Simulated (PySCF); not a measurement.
**V: ionisation energy**

V [Ar] 3d3 4s2 (4F) → V⁺ [Ar] 3d4 (5D), as a difference of total energies. All numbers are calculated (PySCF 2.14, no relativity, point nucleus, in def2-TZVPPD). Correlated levels: valence: [Ar] frozen; valence and next inner shell: [Ne] frozen. The calculations carry no spin-orbit coupling.

**Question.** Order these methods by the ionisation energy they give, lowest first.
A. SCS-MP2 (valence)
B. SCS-MP2 (valence and next inner shell)
C. r2SCANh
D. UHF

**Answer.** D (5.911 eV), C (6.160 eV), B (6.490 eV), A (6.771 eV).

These non-relativistic numbers lack the scalar-relativistic shift.

Errors of the correlated levels include the incompleteness of this basis and the frozen core.

For comparison: 6.732 eV (measured; NIST levels, between the centres of gravity of the two terms).
